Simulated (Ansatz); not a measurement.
Two isomers of C2H7BClN: A = `CB(Cl)CN`, B = `CNB(C)Cl`.

Gas-phase electronic energies from Ansatz, PBE0-D4/def2-TZVP geometries. CCSD(T)/CBS adds triple-zeta CCSD(T) − MP2 to the extrapolated MP2 energy (def2 sets, frozen cores). Functionals use def2-TZVPP. B3LYP here is the variant with VWN-RPA as its local correlation; programs differ in this. One conformer a species, not always the lowest.

Which is lower in electronic energy at CCSD(T)/CBS, and by how much? (Best estimate.)

Ansatz gave: B, by 134.3 kJ/mol.

Give E(B) − E(A) in kJ/mol with PBE0-D4, PBE-D4, HF/def2-TZVPP, B3LYP, B2PLYP, CCSD/def2-TZVPP, MP2/def2-TZVPP. (Estimate.)

Ansatz gave: PBE0-D4 -132.3, PBE-D4 -131.2, HF/def2-TZVPP -137.0, B3LYP -136.8, B2PLYP -137.6, CCSD/def2-TZVPP -135.4, MP2/def2-TZVPP -137.8. None reverses the order clearly.

Largest T1 diagnostic: 0.011.
